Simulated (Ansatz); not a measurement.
System: 2-methyl-3-methylselanylprop-1-ene, C$_{5}$H$_{10}$Se, charge 0, multiplicity 1. SMILES: C=C(C)C[Se]C
Structure (B3LYP-D3(BJ)/def2-TZVP (Ansatz, a program for electronic structure) minimum search):
```xyz
16

C     -2.3715     0.7607     0.1089
C     -1.2879     0.6470     0.8723
C     -0.8171     1.7571     1.7685
C     -0.4671    -0.6109     0.8982
Se     0.7002    -0.8769    -0.6892
C      1.5557     0.8851    -0.7353
H     -2.6944    -0.0460    -0.5374
H     -2.9599     1.6691     0.0941
H      0.2195     2.0271     1.5512
H     -0.8444     1.4443     2.8166
H     -1.4352     2.6479     1.6609
H     -1.0948    -1.5005     0.8849
H      0.1682    -0.6521     1.7809
H      0.8053     1.6592    -0.8757
H      2.1283     1.0600     0.1729
H      2.2285     0.8725    -1.5903
```

Property: vertical ionisation energy (to the doublet state of charge +1; each state is the SCF solution reached for its spin), in eV. Cores are frozen in the correlated levels unless marked. UHF or UKS for open shells. Spin-orbit coupling is left out. The frozen core is the preceding noble-gas configuration, with the filled d and f shells of earlier blocks. No relativistic terms. 

| level | program | vertical ionisation energy (eV) |
|---|---|---|
| HF/aug-cc-pVDZ | Ansatz | 7.10 |
| SVWN5/def2-TZVPD | Ansatz | 7.99 |
| PBE/def2-TZVPD | Ansatz | 7.79 |
| B3LYP/def2-TZVPD | Ansatz | 7.99 |
| PBE0/def2-TZVPD | Ansatz | 7.97 |
| CAM-B3LYP/def2-TZVPD | Ansatz | 8.12 |
| MP2/aug-cc-pVDZ | Ansatz | 8.09 |
| RI-MP2/aug-cc-pVTZ | Ansatz | 8.23 |
| SCS-MP2/aug-cc-pVDZ | Ansatz | 8.05 |
